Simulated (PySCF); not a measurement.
Atom-mapped SMILES (the numbers label the heavy atoms): `[O:1]=[C:2]([OH:3])[c:4]1[cH:5][cH:6][cH:7][cH:8][cH:9]1` (H(Xn): hydrogen on atom n).

GIAO PBE0/pcSseg-1 shifts (PySCF 2.14, gas phase, non-relativistic, equivalent atoms averaged), each against references optimised in the same way as the molecule (H2O, TMS).

On the GFN2-xTB geometry: O1 415.5, O3 199.7, C2 171.0, C7 139.5, C5/C9 137.5, C6/C8 133.7, C4 132.9, H(C5)/H(C9) 8.59, H(C7) 7.87, H(C6)/H(C8) 7.78, H(O3) 6.35 ppm.

Q: What changes on the PBE0-D3(BJ)/def2-SVP geometry?

A: 
| atoms | δ (ppm) | change |
| --- | --- | --- |
| O1 | 408.3 | -7.2 |
| O3 | 200.2 | +0.5 |
| C2 | 168.7 | -2.3 |
| C7 | 139.3 | -0.2 |
| C5/C9 | 137.0 | -0.5 |
| C6/C8 | 133.5 | -0.2 |
| C4 | 132.1 | -0.8 |
| H(C5)/H(C9) | 8.37 | -0.22 |
| H(C7) | 7.67 | -0.20 |
| H(C6)/H(C8) | 7.59 | -0.19 |
| H(O3) | 5.86 | -0.49 |

Bonds between heavy atoms that differ most (equivalent bonds averaged): C5–C6 1.382 → 1.391 Å, C6–C7 1.386 → 1.395 Å, C2–C4 1.479 → 1.485 Å, C4–C5 1.393 → 1.399 Å, C2–O3 1.344 → 1.341 Å. Mean change of bonds to hydrogen: O–H -0.001 Å, C–H +0.013 Å.
